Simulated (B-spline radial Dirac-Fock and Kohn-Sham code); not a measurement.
**Atomic SCF run for Tb**

ΔSCF core binding energies without Breit or QED terms, calculated with an atomic code on a B-spline grid. Keys: rel is the Hamiltonian (dirac, or spin-free x2c and nr, where L3 and M5 stand for the whole 2p and 3d shells), method is hf or an exchange,correlation pair (spin-unpolarised, also for the hole states), nuc the nuclear model, radius_factor scales its radius, rmax is the box in bohr, h the logarithmic mesh step, order the B-spline order, points the quadrature points per cell, c_factor scales the speed of light, and damp, ndamp, maxit and tol steer the iteration. The run stops when the commutator error falls below 10·tol·max(1, Z/10), or the numerical noise floor, and the energy has settled to about 1e-8 Ha; the virial ratio is −V/T.

Input (task.json):

```json
{"items": [{"Z": 65, "q": 0, "cfg": [[1, 0, 2], [2, 0, 2], [2, 1, 6], [3, 0, 2], [3, 1, 6], [3, 2, 10], [4, 0, 2], [4, 1, 6], [4, 2, 10], [4, 3, 9], [5, 0, 2], [5, 1, 6], [6, 0, 2]], "A": 159, "rrms": 5.06, "do": "settings", "holes": ["K", "L3", "M5"],
  "settings": [{"rel": "dirac", "method": "hf", "nuc": "fermi", "radius_factor": 1.0, "rmax": 45.0, "h": 0.3, "order": 4, "points": 10, "c_factor": 1.0, "maxit": 60, "damp": 0.5, "ndamp": 3, "tol": 1e-08}]}]}
```

Command: `python xray2_run.py task.json out`

Ground-state iterations:

```
iter   energy (Ha)        error
   1   -11669.00049849  2.08e+00
   2   -11680.31487823  1.49e+00
   3   -11710.47102342  3.23e-01
   4   -11712.15631987  1.01e-01
   5   -11712.45558218  5.53e-02
   6   -11712.47926423  1.37e-02
   7   -11712.48547365  1.21e-02
   8   -11712.48780591  2.52e-03
   9   -11712.48798327  2.50e-04
  10   -11712.48798725  6.82e-05
  11   -11712.48798748  7.68e-06
  12   -11712.48798749  8.99e-07
  13   -11712.48798749  2.07e-07
```

The ground state converged in 13 iterations, with total energy -11712.48799 Ha, virial ratio 1.91461 and highest orbital energy -5.05 eV. ΔSCF binding energies: K (1s) 52223.5 eV, L3 (2p3/2) 7534.1 eV, M5 (3d5/2) 1244.2 eV.

Q: One setting is unsound. Which, and why?

A: order is too low for an accurate radial basis. With the default settings (Dirac Hartree-Fock): The ground state converged in 13 iterations, with total energy -11712.55250 Ha, virial ratio 1.91461 and highest orbital energy -5.05 eV. ΔSCF binding energies: K (1s) 52223.5 eV, L3 (2p3/2) 7534.1 eV, M5 (3d5/2) 1244.1 eV.
